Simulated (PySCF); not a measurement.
A structure optimised at PBE0-D3(BJ)/def2-SVP, used in a PySCF frequency run:

```
C
F 1 1.3361
C 1 1.3404 2 118.11
F 3 1.3202 1 121.56 2 180.00
H 3 1.0926 4 115.52 1 180.00
C 1 1.4186 2 116.72 3 180.00
C 6 1.2124 2 149.21 1 180.00
H 7 1.0749 2 159.74 1 180.00
```

Task: Write its SMILES, formula and point group.

Result: C#C/C(F)=C\F, C₄H₂F₂, Cs

Task: What are its rotational constants (standard atomic weights)?

Result: 4.5359, 3.3474, 1.9260 GHz
